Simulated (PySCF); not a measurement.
B(H2S)Cl3.
Geometry (PBE0-D3(BJ)/def2-SVP, Å), atoms numbered from 1 in this order:
```
atom  x, y, z in Å
B1     0.123   -0.222   -0.841
S2     0.177   -0.250    1.322
H3     0.564    1.029    1.542
H4    -1.126    0.022    1.567
Cl5    1.880   -0.218   -1.228
Cl6   -0.766    1.290   -1.258
Cl7   -0.761   -1.754   -1.174
```

Computed, not measured: PBE0-D3(BJ)/def2-SVP geometry optimisation, gas phase in PySCF.

Masses are those of the commonest isotopes; rigid-rotor values at the optimised geometry. 

(1) What are A, B and C (cm⁻¹)?

(2) What kind of rotor is it?

(3) What does the inertial defect say?

(4) Predict some low-J microwave lines.

Results:

(1) Ia = 327.30, Ib = 331.88, Ic = 335.03 u·Å²; 505379 MHz·u·Å²/I gives 1544, 1523 and 1508 MHz, that is A = 0.05151, B = 0.05080, C = 0.05032 cm⁻¹.

(2) An asymmetric top. Ray's parameter κ = (2B − A − C)/(A − C) = -0.196; −1 is the prolate and +1 the oblate limit.

(3) Not planar: Δ = Ic − Ia − Ib = -324.15 u·Å². For a rigid frame Δ = −2 Σ m c², so Σ m c² = 162.07 u·Å² lies off the ab plane: 5.45 from hydrogen and 156.62 from heavier atoms. The atom farthest from that plane is 1.71 Å away.

(4) The dipole components are |μa| = 3.64 D, |μb| = 0.00 D, |μc| = 3.01 D; the mirror of this Cs structure is the ac plane, so μb vanishes by symmetry and there are no b-type lines. The squared components, which scale the intensities, stand as 1.00 : 0.68 (a : c). Some lines, for components of 0.1 D or more:

```csv
type,branch,"J(Ka,Kc)",MHz,lower level (cm⁻¹)
c,R,"1(1,0) ← 0(0,0)",3067,0.000
c,R,"2(2,0) ← 1(1,0)",6146,0.102
a,R,"3(1,3) ← 2(1,2)",9070,0.304
a,R,"3(1,2) ← 2(1,1)",9111,0.305
c,R,"3(2,2) ← 2(1,2)",9201,0.304
c,R,"3(3,1) ← 2(2,1)",9239,0.307
a,R,"4(0,4) ← 3(0,3)",12092,0.606
c,R,"4(2,2) ← 3(1,2)",12223,0.609
c,R,"4(1,3) ← 3(0,3)",12229,0.606
c,R,"4(2,3) ← 3(1,3)",12252,0.606
c,R,"4(3,1) ← 3(2,1)",12263,0.611
c,R,"4(3,2) ← 3(2,2)",12278,0.610
c,R,"4(4,1) ← 3(3,1)",12326,0.615
a,R,"5(0,5) ← 4(0,4)",15108,1.009
a,R,"5(4,1) ← 4(4,0)",15170,1.026
c,R,"5(3,3) ← 4(2,3)",15322,1.015
c,R,"5(4,1) ← 4(3,1)",15355,1.020
```

PBE0-D3(BJ)/def2-SVP frequencies: not computed here. No vibrational averaging or centrifugal distortion is included, and the geometry carries the error of its method. Quadrupole hyperfine structure (11B, 35Cl) is left out.

Time: 22 s of wall time; peak memory 0.39 GiB. Hardware: Arm Neoverse V2, one thread, shared host with 192 logical CPUs at a one-minute load of 26. This is the geometry optimisation.
